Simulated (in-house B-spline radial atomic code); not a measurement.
A fraction x of an electron is moved 4p → 4f in Rh+, starting from [Kr] 4d8 and keeping the highest spin. Method: scalar-relativistic (X2C) PBEsol, spin-polarised, spherical fractional occupations, Fermi nucleus of rms radius 4.4945 fm. Calculated with an all-electron radial atomic-structure program (B-spline basis).

```tsv
x	E(x) - E(0) (eV)	4p down level (eV)	4f up level (eV)
0	0.0000	-57.331	-
0.125	7.0790	-58.655	-1.542
0.25	14.2855	-59.964	-1.762
0.375	21.6306	-61.262	-1.937
0.5	29.1172	-62.550	-2.089
0.625	36.7460	-63.827	-2.227
0.75	?	?	?
0.875	?	?	?
1	60.4817	-67.564	-2.588
```

Question: What belongs in the row x = 0.75?

Answer: An energy change of 44.5170 eV; 4p down at -65.090 eV, 4f up at -2.355 eV.

Question: What belongs in the row x = 0.875?

Answer: An energy change of 52.4293 eV; 4p down at -66.336 eV, 4f up at -2.475 eV.

Question: Check Janak's theorem between x = 0.125 and 0.25.

Answer: The slope of the energy is 57.65 eV; the orbital levels give 57.66 eV (ε of the receiving orbital less ε of the emptying one, averaged over the two points).
